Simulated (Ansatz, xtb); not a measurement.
Relaxing a trial structure of CH5AlSe+

The starting geometry of this gas-phase doublet has its atoms placed at random.

```csv
atom,x (Å),y (Å),z (Å)
C,0.9360,0.5791,1.2458
Al,-0.6775,-0.6475,0.8527
Se,2.0498,-0.4986,0.0034
H,-0.4017,-1.0506,-0.8326
H,-1.5608,0.2501,1.6826
H,1.8623,0.6186,0.6455
H,-1.1015,-0.3352,-0.4897
H,0.4126,-1.4771,1.3501
```

**Question.** Guess where an optimisation with r2SCAN-D4/def2-SVP ends from this start.

**Answer.** It ends as a structure given below by its coordinates. Distances that change by over a tenth: C1–Se3 (1.99 → 1.72 Å), Al2–Se3 (2.86 → 3.40 Å), Al2–H4 (1.75 → 2.08 Å), Al2–H7 (1.44 → 2.07 Å). Contacts that open: Se3–H6 (1.30 → 2.44 Å). Contacts that close: H4–H7 (1.06 → 0.77 Å).

The energy falls by 8.47 eV over 33 steps:

```tsv
step	E − E(last) (eV)
1	8.471
5	1.173
8	0.116
12	0.047
15	0.037
19	0.021
22	0.007
26	0.002
29	0.000
33	0.000
```

Final geometry (Å):

```yaml
atoms:
  - { symbol: C, position_ang: [1.4351, 0.1666, 0.5498] }
  - { symbol: Al, position_ang: [-0.3098, -0.7816, 1.1507] }
  - { symbol: Se, position_ang: [3.0139, -0.0739, 1.2004] }
  - { symbol: H, position_ang: [-1.1388, -0.6968, -0.7521] }
  - { symbol: H, position_ang: [-1.1230, 0.2634, 2.0008] }
  - { symbol: H, position_ang: [1.3208, 0.9515, -0.2288] }
  - { symbol: H, position_ang: [-1.4270, -0.0530, -0.4346] }
  - { symbol: H, position_ang: [-0.2521, -2.3376, 0.9716] }
```

From the same start GFN2-xTB reaches the same bonding as this run.

From so rough a start the end depends on the optimiser's path, so another program may land elsewhere. The end wasn't checked by frequencies. Open shells are spin-unrestricted. Run with Ansatz 0.2.0, 3.6 min on 2 threads of Arm Neoverse V1 (shared host).
